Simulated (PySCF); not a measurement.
How methods differ on the excitation energy of P

P [Ne] 3s2 3p3 (4S) → P [Ne] 3s2 3p2 3d1 (high-spin determinant), as a difference of total energies. Calculation: PySCF 2.14, in x2c-QZVPPall with one added diffuse shell each of s, p, d, f type (10s7p5d3f1g, 86 functions); scalar relativity by spin-free X2C-1e. Correlated levels: valence: [Ne] frozen; valence and next inner shell: 1s2 frozen. The calculations carry no spin-orbit coupling.

```
                                method  excitation energy (eV)
                                   UHF                   9.030
                                   LDA                   8.605
                                   PBE                   8.526
                                  PBE0                   8.764
                                r2SCAN                   8.972
                               wB97X-V                   8.988
                                B2PLYP                   8.795
                               LC-wPBE                   9.184
                                 B3LYP                   8.599
                         MP2 (valence)                   9.167
                     SCS-MP2 (valence)                   9.101
    MP2 (valence and next inner shell)                   9.162
SCS-MP2 (valence and next inner shell)                   9.098
```

Q: How much does correlation contribute at MP2 (valence and next inner shell)?

A: 9.162 − (9.030) = 0.132 eV, measured against UHF.

A first-order spin-orbit estimate (lowest level to lowest level, LS coupling) adds -0.022 eV.

The promoted electron is Rydberg-like, and one or two diffuse shells describe it only roughly, which tends to raise the upper state.

In the upper state the promoted electron has a positive orbital energy at LDA, PBE, r2SCAN, so the basis confines it.

The determinant of the upper state mixes LS terms, which raises its energy above the lowest term, most at the Hartree-Fock and MP2 levels.
